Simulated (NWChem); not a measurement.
Everything below was run with NWChem. System: CH₇BO, charge 0, spin multiplicity 1, at a geometry optimised with PBE0/def2-SVP. The structure started from a generated list of species. Level: PBE0/def2-TZVPP.

Output (cleaned and shortened):

```
             Northwest Computational Chemistry Package (NWChem) 7.3.0
             --------------------------------------------------------

                                NWChem Input Module
                                -------------------

 Scaling coordinates for geometry "geometry" by  1.889725989
 (inverse scale =  0.529177249)

                             Geometry "geometry" -> ""
                             -------------------------

 Output coordinates in angstroms (scale by  1.889725989 to convert to a.u.)

  No.       Tag          Charge          X              Y              Z
 ---- ---------------- ---------- -------------- -------------- --------------
    1 B                    5.0000     0.65359500    -0.22427300    -0.19611900
    2 H                    1.0000     1.30732900    -0.99704600     0.48765000
    3 H                    1.0000     1.33792000     0.52844300    -0.88434200
    4 C                    6.0000    -0.64897300    -0.81782800    -0.89670700
    5 H                    1.0000    -1.27899800    -0.05992900    -1.39755600
    6 H                    1.0000    -1.29165100    -1.39551000    -0.21166800
    7 H                    1.0000    -0.32782100    -1.51302000    -1.69129000
    8 O                    8.0000     0.06078600     0.83375100     1.00919700
    9 H                    1.0000    -0.43440200     1.53712400     0.56676400
   10 H                    1.0000     0.82719300     1.25826400     1.41770100

 Effective nuclear repulsion energy (a.u.)      76.4877233138

            Nuclear Dipole moment (a.u.)
            ----------------------------
        X                 Y               Z
 ---------------- ---------------- ----------------
    -0.0000094486     0.0000018897    -0.0000037795


 Summary of "ao basis" -> "" (spherical)
 ------------------------------------------------------------------------------
       Tag                 Description            Shells   Functions and Types
 ---------------- ------------------------------  ------  ---------------------
 *                         def2-tzvpp                 on all atoms

                                 NWChem DFT Module
                                 -----------------

 Summary of "ao basis" -> "ao basis" (spherical)
 ------------------------------------------------------------------------------
       Tag                 Description            Shells   Functions and Types
 ---------------- ------------------------------  ------  ---------------------
[...]
 Vector   12  Occ=2.000000D+00  E=-3.010877D-01
              MO Center=  1.7D-01, -5.3D-01, -4.4D-01, r^2= 2.2D+00
   Bfn.  Coefficient  Atom+Function         Bfn.  Coefficient  Atom+Function
  ----- ------------  ---------------      ----- ------------  ---------------
     6      0.265468   1 B  px               65     -0.236799   4 C  px
     9      0.191706   1 B  px               68     -0.182664   4 C  px
    33      0.140629   2 H  s                67     -0.135091   4 C  pz
     8      0.111630   1 B  pz               71     -0.106433   4 C  px
    32      0.096846   2 H  s                70     -0.097044   4 C  pz

 Vector   13  Occ=2.000000D+00  E=-2.830064D-01
              MO Center=  7.5D-01, -2.0D-01, -3.0D-01, r^2= 2.4D+00
   Bfn.  Coefficient  Atom+Function         Bfn.  Coefficient  Atom+Function
  ----- ------------  ---------------      ----- ------------  ---------------
     7      0.205344   1 B  py               47      0.201098   3 H  s
    10      0.170810   1 B  py               33     -0.171213   2 H  s
     8     -0.168697   1 B  pz               48      0.168695   3 H  s
    34     -0.154030   2 H  s                46      0.147171   3 H  s
    11     -0.127140   1 B  pz               32     -0.123290   2 H  s

 Vector   14  Occ=0.000000D+00  E=-8.858005D-03
              MO Center=  2.4D-01,  1.5D+00,  8.5D-01, r^2= 3.9D+00
   Bfn.  Coefficient  Atom+Function         Bfn.  Coefficient  Atom+Function
  ----- ------------  ---------------      ----- ------------  ---------------
   137      1.490096   8 O  s               166     -0.826906   9 H  s
   180     -0.803685  10 H  s                64      0.619402   4 C  s
   179     -0.335130  10 H  s               145      0.328422   8 O  py
   165     -0.297682   9 H  s                93     -0.278112   5 H  s
     5     -0.230961   1 B  s                13     -0.230403   1 B  py

 Vector   15  Occ=0.000000D+00  E= 4.946876D-02
              MO Center=  1.1D-01,  8.9D-01,  1.5D-01, r^2= 7.0D+00
   Bfn.  Coefficient  Atom+Function         Bfn.  Coefficient  Atom+Function
  ----- ------------  ---------------      ----- ------------  ---------------
    64      3.284009   4 C  s                 5     -1.367349   1 B  s
   180      1.004701  10 H  s                12      0.939292   1 B  px
    93     -0.903645   5 H  s               166     -0.828575   9 H  s
    14      0.703551   1 B  pz                4     -0.507444   1 B  s
    72      0.492810   4 C  py              144     -0.487110   8 O  px

 Vector   16  Occ=0.000000D+00  E= 7.838789D-02
              MO Center=  2.9D-01, -6.4D-01, -4.7D-01, r^2= 8.1D+00
   Bfn.  Coefficient  Atom+Function         Bfn.  Coefficient  Atom+Function
  ----- ------------  ---------------      ----- ------------  ---------------
    64      3.719492   4 C  s                 5     -2.897954   1 B  s
   166      0.958484   9 H  s               121     -0.921522   7 H  s
   107     -0.908936   6 H  s                34      0.675844   2 H  s
    13      0.628791   1 B  py              180     -0.627545  10 H  s
    93     -0.577596   5 H  s                71      0.454694   4 C  px

 center of mass
 --------------
 x =   0.02137097 y =   0.01665958 z =   0.06138884

 moments of inertia (a.u.)
 ------------------
         227.893040725352         -27.603875352922         -34.124940985050
         -27.603875352922         186.562528937899         -97.867108245227
         -34.124940985050         -97.867108245227         167.424034430860

     Multipole analysis of the density
     ---------------------------------

     L   x y z        total         alpha         beta         nuclear
     -   - - -        -----         -----         ----         -------
     0   0 0 0      0.000000    -13.000000    -13.000000     26.000000

     1   1 0 0     -0.273795     -0.136893     -0.136893     -0.000009
     1   0 1 0      1.375859      0.687929      0.687929      0.000002
     1   0 0 1      0.770219      0.385111      0.385111     -0.000004

     2   2 0 0    -17.492729    -31.023100    -31.023100     44.553472
     2   1 1 0      0.273156     -8.806831     -8.806831     17.886817
     2   1 0 1      1.403276    -10.614426    -10.614426     22.632128
     2   0 2 0    -12.884543    -40.876748    -40.876748     68.868954
     2   0 1 1      2.624492    -27.240154    -27.240154     57.104800
     2   0 0 2    -15.785046    -46.056543    -46.056543     76.328041

 Task  times  cpu:       63.9s     wall:       63.9s

 Total times  cpu:       63.9s     wall:       63.9s
```

**Question.** Write an NWChem input that would produce this output.

**Answer.** One answer among several that fit: 
```
start mol
memory heap 200 mb stack 900 mb global 1100 mb
geometry units angstroms nocenter noautoz noautosym
  B      0.653595    -0.224273    -0.196119
  H      1.307329    -0.997046     0.487650
  H      1.337920     0.528443    -0.884342
  C     -0.648973    -0.817828    -0.896707
  H     -1.278998    -0.059929    -1.397556
  H     -1.291651    -1.395510    -0.211668
  H     -0.327821    -1.513020    -1.691290
  O      0.060786     0.833751     1.009197
  H     -0.434402     1.537124     0.566764
  H      0.827193     1.258264     1.417701
end
basis spherical
  * library def2-tzvpp
end
dft
  xc pbe0
  semidirect memsize 60000000 filesize 0
  iterations 100
end
task dft energy
```
